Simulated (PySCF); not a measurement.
Compound: C5H9O2PS.
Geometry (PBE0-D3(BJ)/def2-SVP, Å), atoms numbered from 1 in this order:
```
atom  x, y, z in Å
C1     2.3207   -1.6378   -0.0590
O2     2.1141   -0.2375    0.0395
C3     0.8587    0.1381    0.1657
C4     0.1364    1.2575    0.3220
C5     0.2320    2.7239    0.4721
P6    -0.8397   -0.2197    0.4763
S7    -1.6712   -1.0120    2.0566
C8    -1.8025   -0.7157   -1.0338
O9    -3.1349   -0.9198   -0.7360
H10    3.4051   -1.7971   -0.0795
H11    1.8747   -2.0357   -0.9848
H12    1.8851   -2.1566    0.8092
H13   -0.1080    3.0213    1.4766
H14   -0.4125    3.2411   -0.2551
H15    1.2669    3.0690    0.3368
H16   -1.6928    0.0879   -1.7808
H17   -1.2898   -1.6174   -1.4337
H18   -3.1677   -1.2489    0.1834
```

The calculation used TDDFT PBE0/def2-SVPD, vertical, gas phase, core orbitals frozen in the response in PySCF.

Ground-to-excited transition dipoles (e·a0, same axes as the geometry; the sign carries no meaning), for the states with f of 0.002 or more among the lowest 7:

| state | E (eV) | μx | μy | μz |
| --- | --- | --- | --- | --- |
| S1 | 5.136 | -0.134 | 0.036 | 0.102 |
| S2 | 5.403 | 0.172 | 0.221 | -0.238 |
| S3 | 5.421 | 0.032 | -0.207 | 0.152 |
| S4 | 5.505 | 0.316 | 0.292 | 0.137 |
| S5 | 5.878 | 0.276 | 0.059 | -0.266 |
| S6 | 5.993 | -0.002 | -0.403 | 0.065 |
| S7 | 6.043 | 0.259 | 0.105 | 0.307 |

Question: Work out the oscillator strengths.

Answer: f = (2/3) ΔE |μ|² with ΔE in hartree (27.2114 eV).

| state | \|μ\|² (au) | \|μ\| (D) | f |
| --- | --- | --- | --- |
| S1 | 0.030 | 0.44 | 0.004 |
| S2 | 0.135 | 0.93 | 0.018 |
| S3 | 0.067 | 0.66 | 0.009 |
| S4 | 0.204 | 1.15 | 0.028 |
| S5 | 0.151 | 0.99 | 0.022 |
| S6 | 0.167 | 1.04 | 0.024 |
| S7 | 0.172 | 1.05 | 0.025 |

Question: Which bond between heavy atoms lies closest to the direction of the S4 transition dipole?

Answer: C4–P6, at 26° from it; next P6–C8 at 39°.

Question: What angle do the transition dipoles of S2 and S5 make?

Answer: |cos θ| = |μa·μb| / (|μa| |μb|) = 0.87, so θ ≈ 30° (taken between 0 and 90°, since the signs are arbitrary).

All these states lie below the vertical ionisation energy of 8.52 eV (ΔSCF).

One conformer stands for the species.
